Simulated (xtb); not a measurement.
ClH6NSi3, SMILES Cl[SiH]1[SiH2]N[SiH2]1. All values are semi-empirical tight-binding results from xtb (GFN2-xTB unless named), good for trends rather than for accurate numbers. Coordinates come from a GFN2-xTB optimisation. This is a generated structure with no PubChem entry under its InChIKey; it may be hypothetical.

Optimised geometry:

```xyz
11

Cl     2.4268    -0.3461     0.0000
Si     0.6275     0.6250     0.0000
Si    -1.0433    -0.0505    -1.4842
N     -1.9353    -0.3092     0.0000
Si    -1.0433    -0.0505     1.4842
H      1.0265     2.0428     0.0000
H     -1.7411     0.9364    -2.3179
H     -0.9652    -1.2908    -2.2671
H     -2.8930    -0.6206     0.0000
H     -0.9652    -1.2908     2.2671
H     -1.7411     0.9364     2.3179
```

| Property | Result |
|---|---|
| point group as xtb finds it | Cs |
| orbital gap | 3.47 eV |
| dipole moment | 1.83 D |
| zero-point energy | 36.3 kcal/mol |
| G − E(el) at 298.15 K (modified RRHO) | 15.4 kcal/mol |
| static polarisability (D4 model) | 102.4 bohr³ |
| solvation energy, GFN2-xTB/ALPB(water) | -0.9 kcal/mol |
| solvation energy, GFN2-xTB/ALPB(methanol) | -4.0 kcal/mol |

Task: Give the atomic charges and the Wiberg bond orders between heavy atoms. (Estimate from the structure and the level; the computed values follow.)

Result: charges (e) Cl1 -0.31, Si2 0.36, Si3 0.41, N4 -0.48, Si5 0.41, H6 -0.09, H7 -0.11, H8 -0.10, H9 0.12, H10 -0.10, H11 -0.11. Bond orders Cl1–Si2 1.03, Si2–Si3 0.81, Si3–N4 1.08, Si2–Si5 0.81, N4–Si5 1.08.
